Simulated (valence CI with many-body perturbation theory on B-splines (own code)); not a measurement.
Eu LI: electric-dipole lines

Computed by configuration interaction combined with many-body perturbation theory (CI+MBPT): three valence electrons over a frozen Dirac-Fock core [Ne], radial functions for each j: 11 s, 11 p, 9 d, 7 f, 5 g, 2 h, 1 i, with the one-electron correlation potential Σ1, the two-electron term Σ2, the three-electron term Σ3, Breit, model QED; selected CI, second order for the rest (own B-spline code, finite nucleus).

The last digits are not significant, and no measured levels were compared; by estimate large intervals hold to a few tenths of a per cent, small ones and those within an open d or f shell to about a per cent.

Lines 51 to 100 of 271 in falling wavelength, among levels below 888.38 eV, chosen from the strongest by gf and those to the six lowest levels. Wavelengths and rates use the calculated energies. Electric multipoles are in the length gauge, E1 and E2 with the static RPA response of the core. Weak lines are less certain than strong ones. Lines between different terms over intervals too small for the method are left out, as are lines whose strength nearly cancels. The highest levels of a list are the least certain.

Levels are named by their leading jj configuration (3d3/2^4 stands for four electrons in 3d with j = 3/2), which in mixed levels can hold well under half, so a name can repeat and another be missing. Letters in brackets count levels of one name in rising energy.

| λ vac (Å) | Upper | Lower | A (s⁻¹) | S (a.u.) |
| --- | --- | --- | --- | --- |
| 64.65 | (3s 3d3/2 3d5/2) J=7/2 [b] | (3s 3p3/2 3d5/2) J=7/2 [a] | 1.55e+10 | 1.65e-02 |
| 64.28 | (3s 3p1/2 3d5/2) J=5/2 [a] | (3s 3p1/2 3p3/2) J=3/2 [b] | 1.35e+09 | 1.06e-03 |
| 63.20 | (3s 3p1/2 3d3/2) J=3/2 [b] | (3s 3p1/2 3p3/2) J=5/2 | 1.85e+08 | 9.20e-05 |
| 61.73 | (3s 3d3/2 3d5/2) J=3/2 [b] | (3s 3p3/2 3d3/2) J=1/2 [b] | 3.15e+10 | 1.46e-02 |
| 61.18 | (3s 3d3/2 3d5/2) J=7/2 [b] | (3s 3p3/2 3d3/2) J=5/2 [b] | 7.74e+10 | 6.99e-02 |
| 61.14 | (3s 3d3/2 3d5/2) J=5/2 [b] | (3s 3p3/2 3d3/2) J=5/2 [b] | 2.41e+10 | 1.63e-02 |
| 60.38 | (3p1/2 3p3/2 3d5/2) J=3/2 [a] | (3p1/2 3p3/2^2) J=3/2 | 4.16e+10 | 1.81e-02 |
| 59.86 | (3s 3p1/2 3d3/2) J=1/2 | (3s 3p1/2 3p3/2) J=3/2 [a] | 4.27e+09 | 9.04e-04 |
| 59.68 | (3s 3p1/2 3d5/2) J=3/2 | (3s 3p1/2 3p3/2) J=1/2 | 7.92e+10 | 3.32e-02 |
| 59.20 | (3s 3d3/2 3d5/2) J=1/2 | (3s 3p3/2 3d3/2) J=1/2 [b] | 8.11e+10 | 1.66e-02 |
| 58.92 | (3s 3p1/2 3d3/2) J=3/2 [b] | (3s 3p1/2 3p3/2) J=3/2 [a] | 5.57e+09 | 2.25e-03 |
| 58.72 | (3s 3p1/2 3d5/2) J=5/2 [a] | (3s 3p1/2 3p3/2) J=5/2 | 4.33e+09 | 2.59e-03 |
| 58.61 | (3s 3d3/2 3d5/2) J=9/2 | (3s 3p3/2 3d5/2) J=9/2 | 1.69e+10 | 1.68e-02 |
| 58.57 | (3s 3p1/2 3d5/2) J=5/2 [b] | (3s 3p1/2 3p3/2) J=3/2 [b] | 6.71e+10 | 3.99e-02 |
| 58.42 | (3p1/2 3p3/2 3d5/2) J=5/2 [a] | (3p1/2 3p3/2^2) J=5/2 | 4.67e+10 | 2.76e-02 |
| 57.96 | (3s 3p3/2 3d3/2) J=5/2 [b] | (3s 3p3/2^2) J=5/2 | 2.62e+10 | 1.51e-02 |
| 57.38 | (3s 3p1/2 3d5/2) J=3/2 | (3s 3p1/2 3p3/2) J=3/2 [b] | 2.99e+10 | 1.12e-02 |
| 57.29 | (3s 3p3/2 3d5/2) J=5/2 [a] | (3s 3p3/2^2) J=5/2 | 7.18e+10 | 4.00e-02 |
| 57.24 | (3s 3d3/2 3d5/2) J=5/2 [b] | (3s 3p3/2 3d3/2) J=3/2 [b] | 6.78e+10 | 3.76e-02 |
| 56.88 | (3p1/2 3p3/2 3d5/2) J=1/2 | (3p1/2 3p3/2^2) J=1/2 | 1.71e+11 | 3.11e-02 |
| 56.73 | (3s 3d3/2 3d5/2) J=3/2 [b] | (3s 3p3/2 3d3/2) J=3/2 [b] | 6.10e+10 | 2.20e-02 |
| 56.52 | (3s 3p3/2 3d5/2) J=1/2 | (3s 3p3/2^2) J=1/2 | 2.17e+11 | 3.86e-02 |
| 56.51 | (3s 3d3/2 3d5/2) J=7/2 [a] | (3s 3p3/2 3d3/2) J=5/2 [a] | 1.21e+11 | 8.65e-02 |
| 56.20 | (3p1/2 3p3/2 3d5/2) J=3/2 [b] | (3p1/2 3p3/2^2) J=1/2 | 9.23e+10 | 3.23e-02 |
| 56.16 | (3s^2 3d5/2) J=5/2 | (3s^2 3p3/2) J=3/2 | 1.24e+11 | 6.49e-02 |
| 56.12 | (3s 3p1/2 3d5/2) J=7/2 | (3s 3p1/2 3p3/2) J=5/2 | 8.44e+10 | 5.89e-02 |
| 56.01 | (3p1/2^2 3d5/2) J=5/2 | (3p1/2^2 3p3/2) J=3/2 | 6.73e+10 | 3.50e-02 |
| 55.67 | (3p1/2 3p3/2 3d5/2) J=5/2 [b] | (3p1/2 3p3/2^2) J=3/2 | 2.71e+11 | 1.38e-01 |
| 55.57 | (3p1/2 3p3/2 3d5/2) J=7/2 [b] | (3p1/2 3p3/2^2) J=5/2 | 1.87e+11 | 1.26e-01 |
| 55.40 | (3s 3p3/2 3d5/2) J=5/2 [b] | (3s 3p3/2^2) J=3/2 | 2.99e+11 | 1.51e-01 |
| 55.15 | (3s 3p3/2 3d5/2) J=7/2 [a] | (3s 3p3/2^2) J=5/2 | 1.30e+11 | 8.58e-02 |
| 55.00 | (3s 3p1/2 3d5/2) J=5/2 [a] | (3s 3p1/2 3p3/2) J=3/2 [a] | 1.40e+11 | 6.91e-02 |
| 54.86 | (3s 3p3/2 3d5/2) J=3/2 [a] | (3s 3p3/2^2) J=5/2 | 3.97e+10 | 1.30e-02 |
| 54.79 | (3s 3d3/2 3d5/2) J=5/2 [a] | (3s 3p3/2 3d3/2) J=3/2 [a] | 1.36e+11 | 6.61e-02 |
| 54.69 | (3p1/2 3p3/2 3d5/2) J=5/2 [b] | (3p1/2 3p3/2^2) J=5/2 | 3.44e+10 | 1.67e-02 |
| 54.57 | (3s 3p3/2 3d5/2) J=3/2 [b] | (3s 3p3/2^2) J=1/2 | 1.44e+11 | 4.62e-02 |
| 54.21 | (3s 3d3/2 3d5/2) J=9/2 | (3s 3p3/2 3d3/2) J=7/2 | 2.01e+11 | 1.58e-01 |
| 54.16 | (3s 3d3/2 3d5/2) J=3/2 [a] | (3s 3p3/2 3d3/2) J=1/2 [a] | 1.32e+11 | 4.15e-02 |
| 53.91 | (3s 3p1/2 3d5/2) J=5/2 [b] | (3s 3p1/2 3p3/2) J=5/2 | 4.60e+10 | 2.14e-02 |
| 53.88 | (3s 3d3/2 3d5/2) J=3/2 [a] | (3s 3p3/2 3d3/2) J=3/2 [a] | 4.00e+10 | 1.23e-02 |
| 52.91 | (3s 3p1/2 3d5/2) J=3/2 | (3s 3p1/2 3p3/2) J=5/2 | 2.13e+10 | 6.23e-03 |
| 52.29 | (3s 3d3/2 3d5/2) J=7/2 [b] | (3s 3p3/2 3d3/2) J=7/2 | 4.47e+10 | 2.52e-02 |
| 52.27 | (3s 3d3/2 3d5/2) J=5/2 [b] | (3s 3p3/2 3d3/2) J=7/2 | 2.74e+10 | 1.16e-02 |
| 51.81 | (3s 3p3/2 3d5/2) J=7/2 [b] | (3s 3p3/2^2) J=5/2 | 2.15e+11 | 1.18e-01 |
| 51.61 | (3s 3d3/2 3d5/2) J=7/2 [b] | (3s 3p3/2 3d3/2) J=5/2 [a] | 2.52e+10 | 1.37e-02 |
| 51.58 | (3s 3d3/2 3d5/2) J=5/2 [b] | (3s 3p3/2 3d3/2) J=5/2 [a] | 6.81e+10 | 2.77e-02 |
| 50.77 | (3s 3p1/2 3d5/2) J=5/2 [b] | (3s 3p1/2 3p3/2) J=3/2 [a] | 6.92e+09 | 2.68e-03 |
| 49.87 | (3s 3p1/2 3d5/2) J=3/2 | (3s 3p1/2 3p3/2) J=3/2 [a] | 4.60e+10 | 1.13e-02 |
| 48.43 | (3s 3p3/2 3d5/2) J=3/2 [b] | (3s 3p3/2^2) J=5/2 | 4.72e+10 | 1.06e-02 |
| 48.02 | (3s 3p3/2 3d5/2) J=5/2 [b] | (3s 3p3/2^2) J=5/2 | 6.34e+10 | 2.08e-02 |
